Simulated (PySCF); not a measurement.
LDA on Nb⁻ (niobium, charge -1), [Kr] 4d4 5s2, high-spin 5D determinant. Computed with PySCF 2.14 in def2-QZVPPD with the def2 core potential (28 electrons) (7s5p4d3f2g, 81 functions), with a scalar-relativistic core potential.

```
cycle= 1 E= -56.7127187178658  delta_E= -0.0165  |g|= 0.0742  |ddm|= 2.58
cycle= 2 E= -56.7077852500695  delta_E= 0.00493  |g|= 0.11  |ddm|= 0.414
cycle= 3 E= -56.7152765277119  delta_E= -0.00749  |g|= 0.0138  |ddm|= 0.303
cycle= 4 E= -56.7154454748841  delta_E= -0.000169  |g|= 0.000603  |ddm|= 0.0738
cycle= 5 E= -56.7154460029279  delta_E= -5.28e-07  |g|= 0.000168  |ddm|= 0.00454
cycle= 6 E= -56.7154460291409  delta_E= -2.62e-08  |g|= 3.8e-05  |ddm|= 0.00165
cycle= 7 E= -56.7154460306883  delta_E= -1.55e-09  |g|= 7.5e-07  |ddm|= 0.00014
cycle= 8 E= -56.7154460306891  delta_E= -7.32e-13  |g|= 7.84e-08  |ddm|= 3.68e-06
converged SCF energy = -56.7154460306891  <S^2> = 6.0297129  2S+1 = 5.0118711
```

Highest occupied orbital energy: 1.658 eV; ⟨L²⟩ = 6.04; populations by l: s 3.99, p 6.00, d 4.01, f 0.00.

Q: Can this result be used?

A: With care. The run converged. Energies and moments cover only the electrons outside the core potential. At LDA the highest occupied level has a positive energy, so only the finite basis holds that electron; in a semilocal or global hybrid functional this comes from self-interaction and does not mean that the real anion is unbound.
